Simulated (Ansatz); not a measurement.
`CCOB(C)F`, relaxed with RKS PBE0-D4/def2-TZVP in Ansatz from a GFN2-xTB geometry. The force threshold is 0.005 eV/Å; the program also tests the step.

The species carries charge 0 and has multiplicity 1.

Start:

```xyz
14

C     0.185   -1.169    1.838
C     0.550    0.215    1.318
O    -0.256    0.553    0.200
B     0.107    0.409   -1.069
C    -0.871    0.771   -2.259
F     1.347   -0.043   -1.351
H     0.765   -1.394    2.728
H    -0.874   -1.209    2.082
H     0.395   -1.919    1.078
H     1.609    0.246    1.041
H     0.353    0.976    2.080
H    -1.068   -0.106   -2.873
H    -0.424    1.515   -2.914
H    -1.819    1.156   -1.901
```

```csv
step,energy (eV),largest force (eV/Å),largest move (Å)
1,-8679.0916,0.846,0.000
2,-8679.1095,0.414,0.018
3,-8679.1134,0.229,0.027
4,-8679.1154,0.066,0.014
5,-8679.1156,0.023,0.011
6,-8679.1157,0.020,0.012
7,-8679.1157,0.023,0.010
8,-8679.1159,0.025,0.051
9,-8679.1159,0.012,0.018
10,-8679.1159,0.004,0.004
```

End:

```xyz
14

C     0.204   -1.159    1.814
C     0.533    0.229    1.320
O    -0.299    0.587    0.221
B     0.074    0.391   -1.059
C    -0.859    0.773   -2.250
F     1.281   -0.144   -1.312
H     0.801   -1.395    2.698
H    -0.852   -1.233    2.080
H     0.422   -1.906    1.047
H     1.586    0.299    1.034
H     0.343    0.971    2.099
H    -1.062   -0.104   -2.872
H    -0.364    1.499   -2.903
H    -1.807    1.193   -1.917
```

It took 18 s on 2 threads of an AMD EPYC 7R13 on a shared host and a share of an NVIDIA H100 80 GB, with 0.88 GiB of host memory at the peak.
